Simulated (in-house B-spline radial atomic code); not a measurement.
B3LYP (VWN-RPA) excitations of Ne8+

Method: B3LYP (VWN-RPA). Computed with an all-electron radial atomic-structure program (B-spline basis): linear response of the closed shell 1s2 with the functional's adiabatic kernel; scalar-relativistic (spin-free one-electron X2C), finite nucleus, no spin-orbit coupling, no double excitations, S, P, D and F terms only.

Command:
```bash
python run_td.py task.json out
```
Settings (radii: box in bohr, nucleus in fm):
```
Z                        10
electrons                2
configuration            1s2
hamiltonian              x2c
method                   b3lyp
box_radius               11.59
rms_radius               3.0055
intervals                71
```

Time taken, with all properties: 0.2 s on 1 thread of Arm Neoverse N1, with other jobs on the host.

The lowest states, in the order of their Tamm-Dancoff energies; the method's threshold (minus the highest occupied level) is 1148.78 eV. Labels give the largest channel, * marks a mixed state, and oscillator strengths are full-response dipole values. Semilocal kernels can invert the small singlet-triplet splittings of Rydberg terms. Energies in eV:

```tsv
state	full response	Tamm-Dancoff	oscillator strength
1s → 2s 3S	877.98	878.03	-
1s → 2p 3P	?	?	-
1s → 2s 1S	894.01	894.15	-
1s → 2p 1P	903.50	903.55	0.665
1s → 3s 3S	1037.78	1037.79	-
1s → 3d 3D	1040.35	1040.35	-
1s → 3s 1S	?	?	-
1s → 3p 3P	1041.20	1041.21	-
1s → 3d 1D	1042.62	1042.63	-
1s → 3p 1P	1043.61	1043.62	0.142
```

Where does 1s → 3s 1S lie?

At 1041.03 eV in full response, 1041.06 eV in Tamm-Dancoff.

Where does 1s → 2p 3P lie?

At 890.75 eV in full response, 890.80 eV in Tamm-Dancoff.

How large is the singlet-triplet splitting of 1s → 2s (S terms) in Tamm-Dancoff?

16.1 eV, from the unrounded values.

What polarisabilities and dispersion coefficient does the method give?

Dipole 0.001056 bohr³, quadrupole 4.098e-05 bohr⁵, C6 3.262e-05 hartree·bohr⁶ for two such species.
